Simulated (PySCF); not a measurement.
**Property card for `C=CC(=O)[SiH](F)F`**

C3H4F2OSi.
Numbering: `[CH2:1]=[CH:2][C:3](=[O:4])[SiH:5]([F:6])[F:7]` (hydrogens: H8, H9 on C1; H10 on C2; H11 on Si5)

Structure used (GFN2-xTB), in Å, numbered top down from 1:
```
atom  x, y, z in Å
C1     1.3628    1.0203    0.5024
C2     1.3273   -0.2978    0.3465
C3     0.0821   -1.0701    0.2064
O4     0.1094   -2.2857    0.1399
Si5   -1.6284   -0.1936    0.1089
F6    -1.8796    0.7027    1.4133
F7    -1.6169    0.9232   -1.0402
H8     0.4669    1.6193    0.5349
H9     2.2941    1.5517    0.6076
H10    2.2332   -0.8901    0.3226
H11   -2.7455   -1.0771   -0.0884
```

Structural features include: C=C double bond, Si–H bond and C–Si bond.

GFN2-xTB geometry:

| Property | Result |
| --- | --- |
| Rotational constants A, B, C of the GFN2-xTB geometry | 2.781, 1.769, 1.440 GHz |

**B3LYP/def2-SVPD ground state and vertical TDDFT (core frozen in the response) (PySCF)**

| Property | Result |
| --- | --- |
| Dipole moment | 1.75 D |
| HOMO energy | -7.44 eV |
| LUMO energy | -2.82 eV |
| HOMO–LUMO gap | 4.62 eV |
| Lowest singlet excitation | 3.03 eV (410 nm, f = 0.001) |
| Strongest line among the 8 lowest singlet transitions | S3 at 5.72 eV (217 nm, f = 0.214) |
| Lowest triplet excitation (Tamm–Dancoff) | 2.45 eV |
| Static isotropic polarisability | 63.2 au |
| Electronic spatial extent ⟨r²⟩ about the centre of nuclear charge | 877 bohr² |

From delta-SCF UKS SCAN, pcX-2 on the ionised atom, pcseg-1 elsewhere, spin-free X2C; 2p3/2 from a spin–orbit splitting computed afterwards within the 2p shell (PySCF):

| Item | Value |
| --- | --- |
| Core binding energies | Si2p3/2 109.2 (Si5), C1s 291.4 (C2), C1s 291.4 (C1), C1s 293.4 (C3), O1s 538.0 (O4), F1s 693.0 (F6/F7), Si1s 1849.2 (Si5) eV |

Monoisotopic mass from the formula: 121.9999 u.

The vertical singlet–triplet gap S1 − T1 is 0.58 eV (TDDFT singlet less Tamm–Dancoff triplet; S1: HOMO→LUMO, weight 0.99; T1: HOMO→LUMO, weight 0.97). S1 lies 1.59 eV below the HOMO–LUMO gap; its leading configuration is HOMO→LUMO, weight 0.99. The largest Löwdin shares of the LUMO are 0.28 on O4, 0.26 on C3, 0.22 on C1 and 0.11 on C2. The polarisability is 9.36 Å³ as a volume (1 au = 0.148185 Å³), or 1.02 au for each of the 62 electrons. 1 of the 8 computed singlets lies in the visible range (750 to 380 nm, 1.65 to 3.26 eV), with an oscillator strength of 0.001. The rotational constants make it an asymmetric top with κ = (2B − A − C)/(A − C) = -0.51, nearer the prolate limit (−1). The dipole equals about 5.8 × 10⁻³⁰ C·m (1 D = 3.33564 × 10⁻³⁰ C·m).

Geometry: GFN2-xTB, one conformer, isolated molecule.

For the TDDFT job (B3LYP/def2-SVPD), the run took 28 s of wall time (with the writing of density and orbital grids) on one thread, Arm Neoverse V2 (aarch64), no GPU, shared host with 192 logical CPUs at a one-minute load of 75, and the process peaked at 0.71 GiB of memory.
